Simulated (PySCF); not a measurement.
A structure optimised at PBE-D3(BJ)/def2-SVP, used in a PySCF frequency run:

```xyz
15

C      2.7068    -0.7682    -0.5202
O      1.3328    -0.4634    -0.5434
C      0.8217    -0.0968     0.7243
Si    -1.0181     0.3194     0.5301
C     -1.8490    -0.9622    -0.5455
F     -1.1561     1.7973    -0.1858
H      3.3234     0.1020    -0.1854
H      3.0105    -1.0421    -1.5498
H      2.9340    -1.6260     0.1603
H      1.3720     0.7779     1.1589
H      0.9350    -0.9265     1.4733
H     -1.6345     0.4437     1.8970
H     -2.8823    -0.6712    -0.8192
H     -1.2514    -1.0960    -1.4693
H     -1.8885    -1.9384    -0.0195
```
Charge 0, spin multiplicity 1.

Task: Write its SMILES and formula.

Result: COC[Si@H](C)F, C3H9FOSi

Task: What are its rotational constants (standard atomic weights)?

Result: 4.5302, 1.5512, 1.3706 GHz
